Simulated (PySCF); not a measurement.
Estimate the missing entries of this data sheet.

Compound: C₇H₁₂.
SMILES: `C=CC(=C)C(C)C`

Conformer (atom-mapped SMILES and torsion angles): `[CH2:1]=[CH:2][C:3](=[CH2:4])[CH:5]([CH3:6])[CH3:7]`: C1–C2–C3–C4 -176°, C2–C3–C5–C6 -158°.

```json
{"property": "point group", "level": "PBE0-D3(BJ)/def2-SVP", "value": "?"}
{"property": "rotational constants A, B, C", "level": "PBE0-D3(BJ)/def2-SVP", "value": "3.502, 2.095, 1.568 GHz"}
{"property": "dipole moment", "level": "wB97X-D/def2-SVPD", "value": "0.31 D"}
{"property": "HOMO energy", "level": "wB97X-D/def2-SVPD", "value": "?"}
{"property": "LUMO energy", "level": "wB97X-D/def2-SVPD", "value": "?"}
{"property": "lowest singlet excitation", "level": "TDDFT wB97X-D/def2-SVPD", "value": "5.77 eV (215 nm, f = 0.535)"}
{"property": "lowest triplet excitation (Tamm–Dancoff)", "level": "TDA wB97X-D/def2-SVPD", "value": "3.30 eV"}
{"property": "static isotropic polarisability", "level": "wB97X-D/def2-SVPD", "value": "?"}
{"property": "vertical ionisation energy", "level": "ΔSCF wB97X-D/def2-SVPD", "value": "?"}
{"property": "electronic spatial extent ⟨r²⟩ about the centre of nuclear charge", "level": "wB97X-D/def2-SVPD", "value": "881 bohr²"}
{"property": "13C chemical shifts (computed TMS as zero) by class", "level": "GIAO PBE0/pcSseg-1", "value": "160.9 (1 C), 147.8 (1 C), 122.5 (1 C), 119.3 (1 C), 29.2 (1 C), 23.6 (2 C) ppm"}
{"property": "1H chemical shifts (computed TMS as zero) by class", "level": "GIAO PBE0/pcSseg-1", "value": "?"}
{"property": "largest of the computed one-bond spin–spin couplings (means over like bonds)", "level": "B3LYP/pcJ-1, spin–dipole term left out", "value": "?"}
```

Gas-phase values; electronic properties from PySCF, density fitting. Geometry: PBE0-D3(BJ)/def2-SVP, one conformer, isolated molecule. NMR classes are plain means over equivalent atoms (diastereotopic ones count apart unless rotation or inversion swaps them), as if these changed places fast; in this geometry the members of some classes differ.

(1) The static isotropic polarisability?

(2) What are the largest of the computed one-bond spin–spin couplings (means over like bonds)?

(3) Give the HOMO energy.

(4) Give the point group.

(5) What are the 1H chemical shifts (computed TMS as zero) by class?

(6) The LUMO energy?

(7) What is the vertical ionisation energy?

Results:

(1) 88.8 au.

(2) 13C–1H +170.4, 13C–1H +167.5, 13C–1H +166.9, 13C–1H +164.5, 13C–1H +160.0, 13C–1H +133.0 (×6), 13C–1H +129.6, 13C–13C +77.3 Hz.

(3) -8.45 eV.

(4) C1.

(5) 6.48 (1 H), 5.49 (1 H), 5.38 (1 H), 5.32 (1 H), 5.26 (1 H), 2.43 (1 H), 1.09 (6 H) ppm.

(6) 0.92 eV.

(7) 8.58 eV.

The 10 singlets span 5.77 to 8.42 eV, and their oscillator strengths add up to 0.67. With B = h/(8π²I), that is 505.379 GHz u Å² over I, the principal moments of inertia are 144.3, 241.2 and 322.3 u Å² (most abundant isotopes). The principal polarisabilities are 67.9, 87.0 and 111.5 au; their mean is the isotropic value.

For the geometry optimisation (PBE0-D3(BJ)/def2-SVP), the run took 58 s wall on Arm Neoverse V2, one thread, no GPU, shared host with 96 logical CPUs at a one-minute load of 43, and the process peaked at 0.66 GiB of memory.
